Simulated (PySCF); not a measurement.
Computed spin Hamiltonian

Species: C₇H₇ (doublet state).
Cartesian coordinates in Å at the GFN2-xTB level; atoms count from 1:
```xyz
14
C7H7 angstrom
C     -0.0278   -1.6113   -0.0048
C      1.2456   -1.0098   -0.0213
C      1.5815    0.3112   -0.0227
C      0.6971    1.4503   -0.0069
C     -0.6525    1.4697    0.0104
C     -1.5705    0.3637    0.0198
C     -1.2733   -0.9731    0.0138
H     -0.0430   -2.6920   -0.0068
H      2.0745   -1.7095   -0.0349
H      2.6354    0.5544   -0.0354
H      1.2043    2.4074   -0.0103
H     -1.1281    2.4434    0.0191
H     -2.6165    0.6376    0.0330
H     -2.1273   -1.6423    0.0250
```

As a line formula: `[CH]1C=CC=CC=C1` [radical].

The calculation used UKS B3LYP, pcH-1 on C H, non-relativistic, mean-field spin-orbit, GIAO (PySCF). Geometry: GFN2-xTB; no solvent, vibrations or thermal averaging. A GFN2-xTB geometry isn't a minimum of the functional, and hyperfine couplings can be far from their values at a DFT geometry. The SCF solution wasn't tested for stability.

| Property | Result |
| --- | --- |
| g1, g2, g3 | 2.00213, 2.00285, 2.00285 |
| g_iso | 2.00261 |
| Form of g | close to axial: the two nearest values differ by under 1 % of g3 − g1 |
| ⟨S²⟩ | 0.7714 (exact 0.7500) |
| Basis functions | 245 |

Isotropic coupling and dipolar principal values T1 to T3, in mT; ρ(0) is the spin density at the nucleus (MHz turned into mT with g_iso):

```tsv
atom	isotope	a_iso	T1	T2	T3	Mulliken spin population	ρ(0) (bohr⁻³)
C1	13C	1.51	-1.39	-1.31	2.70	0.49	0.0377
C2	13C	-1.06	-0.51	0.19	0.33	-0.14	-0.0264
C3	13C	0.90	-0.99	-0.95	1.95	0.34	0.0225
C4	13C	-0.05	-0.40	-0.36	0.76	0.10	-0.0012
C5	13C	-0.30	-0.25	-0.19	0.44	0.04	-0.0076
C6	13C	1.10	-1.13	-1.07	2.20	0.39	0.0275
C7	13C	-1.17	-0.65	0.25	0.40	-0.17	-0.0291
H8	1H	-1.14	-0.68	0.00	0.68	-0.02	-0.0071
H9	1H	0.22	-0.13	0.01	0.12	0.00	0.0014
H10	1H	-0.83	-0.48	-0.03	0.52	-0.02	-0.0052
H11	1H	-0.33	-0.19	-0.08	0.27	-0.01	-0.0021
H12	1H	-0.19	-0.11	-0.09	0.20	0.00	-0.0012
H13	1H	-0.93	-0.55	-0.02	0.57	-0.02	-0.0058
H14	1H	0.28	-0.13	-0.02	0.16	0.01	0.0017
```

The largest Mulliken spin populations are on C1 (+0.49), C6 (+0.39), C3 (+0.34) and C7 (-0.17). Three atoms exceed +0.15. The positive populations add up to 1.38 and the negative ones to -0.38, together 2S = 1.

C1, the radical centre as drawn in `[CH]1C=CC=CC=C1`, holds a spin population of +0.49 out of 1.

Axes: g1 is normal to the molecular plane.

Under fast tumbling the dipolar parts average out, and these isotropic splittings remain: 7 × 1H (H8 (×7), I = 1/2, 8 lines) with 0.42 mT.

Nuclei that the bonding pattern makes equivalent are averaged, as if the motion that swaps them (rotation, inversion, ring flip) were fast. The 1H value of -11.7 MHz is a mean of couplings from -31.9 to 7.8 MHz in this one geometry, not an average over conformers.
